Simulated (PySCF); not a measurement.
Core-level binding energies of `C#C[P@@](=O)(C=C)/C=C/C`

C7H9OP.
Numbering: `[CH:1]#[C:2][P@@:3](=[O:4])([CH:5]=[CH2:6])/[CH:7]=[CH:8]/[CH3:9]`

Theory: PySCF, delta-SCF UKS SCAN, pcX-2 on the ionised atom, pcseg-1 elsewhere, spin-free X2C. Binding energies are ΔSCF values: E(core-ionised, relaxed orbitals) − E(ground state) at a fixed geometry, referred to the vacuum level.

**Question.** Give the core binding energies atom by atom.

**Answer.** 
```json
{"atom(s)": "P3", "bonded to": "O (double bond) and 3 C", "level": "P 1s", "binding energy (eV)": "2152.11", "2p1/2 (eV)": "–", "above the level's lowest (eV)": "0.00", "count": "1"}
{"atom(s)": "O4", "bonded to": "P (double bond)", "level": "O 1s", "binding energy (eV)": "535.98", "2p1/2 (eV)": "–", "above the level's lowest (eV)": "0.00", "count": "1"}
{"atom(s)": "C9", "bonded to": "C and 3 H", "level": "C 1s", "binding energy (eV)": "291.04", "2p1/2 (eV)": "–", "above the level's lowest (eV)": "+0.89", "count": "1"}
{"atom(s)": "C8", "bonded to": "C (double bond), C and H", "level": "C 1s", "binding energy (eV)": "290.70", "2p1/2 (eV)": "–", "above the level's lowest (eV)": "+0.55", "count": "1"}
{"atom(s)": "C6", "bonded to": "C (double bond) and 2 H", "level": "C 1s", "binding energy (eV)": "290.56", "2p1/2 (eV)": "–", "above the level's lowest (eV)": "+0.41", "count": "1"}
{"atom(s)": "C1", "bonded to": "C (triple bond) and H", "level": "C 1s", "binding energy (eV)": "290.56", "2p1/2 (eV)": "–", "above the level's lowest (eV)": "+0.41", "count": "1"}
{"atom(s)": "C5", "bonded to": "C (double bond), H and P", "level": "C 1s", "binding energy (eV)": "290.50", "2p1/2 (eV)": "–", "above the level's lowest (eV)": "+0.35", "count": "1"}
{"atom(s)": "C2", "bonded to": "C (triple bond) and P", "level": "C 1s", "binding energy (eV)": "290.48", "2p1/2 (eV)": "–", "above the level's lowest (eV)": "+0.33", "count": "1"}
{"atom(s)": "C7", "bonded to": "C (double bond), H and P", "level": "C 1s", "binding energy (eV)": "290.15", "2p1/2 (eV)": "–", "above the level's lowest (eV)": "0.00", "count": "1"}
{"atom(s)": "P3", "bonded to": "O (double bond) and 3 C", "level": "P 2p3/2", "binding energy (eV)": "137.99", "2p1/2 (eV)": "138.88", "above the level's lowest (eV)": "0.00", "count": "1"}
```

The listed C 1s values span 0.89 eV, from C7 (bonded to C (double bond), H and P) to C9 (bonded to C and 3 H). The widest gap between neighbouring values is 0.34 eV, between 290.70 and 291.04 eV. Summing the Pauling electronegativity differences to the bonded atoms, each weighted by its formal bond order, gives -0.71 for the lowest site and -1.05 for the highest; the largest sum, -0.35, belongs to C8, 0.34 eV below the top. The smallest sum, -1.05, belongs to C9, 0.89 eV above the lowest. The values 290.48 and 290.50 eV; the values 290.56 and 290.56 eV lie too close for their order to be trusted.

**Question.** What is the C 1s shift of C6 against C9?

**Answer.** 290.56 − 291.04 = -0.48 eV, or -46 kJ/mol.

Spin contamination (⟨S²⟩ against 0.75 for a pure doublet) is marked for C 1s of C2 (0.86), which makes this value less certain. 2p3/2 and 2p1/2 are the ΔSCF energy of one spin-free 2p hole plus the eigenvalues of a spin–orbit and ligand-field matrix of the shell. 2p1/2 minus 2p3/2 (ligand field included): P 0.89 eV. Geometry: PBE0-D3(BJ)/def2-SVP, one conformer, isolated molecule.

Shape of the structure used: `[CH:1]#[C:2][P@@:3](=[O:4])([CH:5]=[CH2:6])/[CH:7]=[CH:8]/[CH3:9]`: C2–P3–C5–C6 -126°, C2–P3–C7–C8 126°.
